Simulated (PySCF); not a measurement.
# A thermochemical cycle for CsNa

CCSD(T) in PySCF with def2-SVPD on every atom (core potentials on Cs), for the lowest determinant that a PBE0 search found; no spin–orbit coupling. CsNa, a singlet (closed shell), has De = 0.55 eV to neutral atoms, and CsNa⁺, a doublet (σ ↑), has De = 0.38 eV to Cs⁺ + Na.

At the same level the Cs atom ionises at 3.78 eV.

Q: What is the adiabatic ionisation energy of the molecule, and does ionisation strengthen or weaken the bond?

A: IE = IE(Cs) + De(neutral) − De(ion) = 3.78 + 0.55 − 0.38 = 3.95 eV. De changes by -0.17 eV, so ionisation weakens the bond.

Correlated steps freeze 1 core orbital. Weak bonds: CsNa⁺. Basis-set superposition, not corrected here, can be much of De in a small basis, most of all at correlated wavefunction levels. Spin–orbit coupling is left out. For an ion De counts to the pair picked by the measured ionisation energies or electron affinities, which need not be the lowest pair at this level. Where the molecule has an RHF reference, its open-shell atoms are computed with UHF. States were picked by a PBE0 search and need not be the measured ground states.
